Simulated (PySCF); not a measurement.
Gas-phase reaction: ZnCl2 + Br2 → ZnBr2 + 2 Cl

Energies from PySCF, thermal terms from the rigid-rotor harmonic-oscillator model, ideal gas at 1 bar. † marks an energy on the PBE0/def2-TZVP geometry and frequencies; other levels use their own. CCSD(T) freezes the core. Open shells (unrestricted): Cl (multiplicity 2, electronic degeneracy 6); the rest are closed-shell singlets. Spin-orbit splitting is ignored; it lowers the true energy and changes the entropy of Cl. B3LYP is the form with VWN-RPA correlation. Br, Zn: all electrons, no relativistic terms. CCSD(T) isn't extrapolated to the basis-set limit; its ΔH°(298 K) is 208.2 kJ in def2-SVP and 268.4 kJ in def2-TZVPP. The harmonic model lacks anharmonicity and excited electronic states, which grow with temperature; levels with a mode under 35 cm⁻¹ are left out. Soft modes under 120 cm⁻¹ make the harmonic entropy rough for ZnCl2, ZnBr2.

| level | ΔE electronic, kJ | ΔH°(298 K), kJ | ΔS°(298 K), J/K | ΔG°(1000 K), kJ |
|---|---|---|---|---|
| B3LYP/def2-TZVP† | 278 | 278 | 115 | 160 |
| CCSD(T)/def2-TZVPP† | 269 | 268 | 115 | 150 |
| HF/def2-TZVP† | 122 | 122 | 115 | 4 |
| PBE/def2-SVP | 302 | 302 | 113 | 186 |
| PBE/def2-TZVP† | 319 | 319 | 115 | 201 |
| PBE0/def2-QZVP† | 298 | 298 | 115 | 180 |
| PBE0/def2-SVP† | 272 | 271 | 115 | 153 |
| r2SCAN/def2-TZVP† | 295 | 295 | 115 | 177 |
ΔH° is lowest at HF/def2-TZVP† and highest at PBE/def2-TZVP†. No reference value is set beside these.
